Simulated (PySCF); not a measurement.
Species: C3H12Si3.
Geometry (GFN2-xTB, Å), atoms numbered from 1 in this order:
```xyz
18
C3H12Si3 angstrom
C     -0.7258    1.3295   -0.9932
Si     1.0735    1.4667   -0.3995
C      1.7790   -0.2826   -0.1707
Si     0.7506   -1.3991    0.9716
C     -1.0384   -1.4436    0.3343
Si    -1.8382    0.2664    0.1208
H     -0.7348    0.9142   -2.0012
H     -1.1528    2.3275   -1.0779
H      1.8748    2.2031   -1.3936
H      1.1279    2.2039    0.8706
H      1.8659   -0.7591   -1.1474
H      2.7936   -0.2107    0.2175
H      1.3125   -2.7622    0.9815
H      0.7823   -0.8744    2.3440
H     -1.6445   -2.0392    1.0149
H     -1.0610   -1.9665   -0.6223
H     -2.0025    0.9117    1.4307
H     -3.1709    0.1207   -0.4918
```

Probes without a nucleus sit at each ring's centroid and 1 Å off its mean plane on both sides; NICS is minus the shielding there, NICSzz its component along the normal. Level: GIAO PBE0/pcSseg-1 (PySCF, non-relativistic, gas phase) on the GFN2-xTB geometry, one conformer.

Ring bond lengths (Å), with Mayer bond orders in brackets: C1–Si2 1.900 (0.91), Si2–C3 1.900 (0.91), C3–Si4 1.900 (0.91), Si4–C5 1.900 (0.91), C5–Si6 1.900 (0.91), Si6–C1 1.900 (0.91).

Task: What do the NICS probes read (ppm)?

Result: 
| ring | type | NICS(0) | NICS(1), two faces | NICS(1)zz, two faces | rms pucker (Å) | centre to ring atoms, mean (Å) |
| --- | --- | --- | --- | --- | --- | --- |
| C1–Si2–C3–Si4–C5–Si6 | 6-membered ring with 3 Si; formal bonds all single | -2.0 | -1.4 / -2.1 | 3.5 / 5.3 | 0.28 | 1.84 |

Task: What do they say, and how far can they be read as aromaticity?

Result: 
- C1–Si2–C3–Si4–C5–Si6: mean NICS(1)zz 4.4 ppm, deshielded. C1, Si2, C3, Si4, C5, Si6 have four or more neighbours, so the value isn't read as a sign of a π ring current.

Task: What are the shieldings of the ring atoms and their hydrogens in the same run (means over atoms taken as equivalent)?

Result: 
```json
{"atoms": "C1 (×3)", "environment": "sp3 carbon bound to silicon", "σ isotropic (ppm)": "195.5", "principal values of the symmetric part, first atom (ppm)": "186.7, 192.3, 207.5"}
{"atoms": "Si2 (×3)", "environment": "SiH2 silicon", "σ isotropic (ppm)": "392.4", "principal values of the symmetric part, first atom (ppm)": "363.7, 383.5, 430.0"}
{"atoms": "H7 (×6)", "environment": "methylene hydrogen", "σ isotropic (ppm)": "31.94", "principal values of the symmetric part, first atom (ppm)": "28.1, 28.7, 38.9"}
{"atoms": "H9 (×6)", "environment": "Si–H hydrogen", "σ isotropic (ppm)": "27.16", "principal values of the symmetric part, first atom (ppm)": "22.9, 24.9, 33.2"}
```
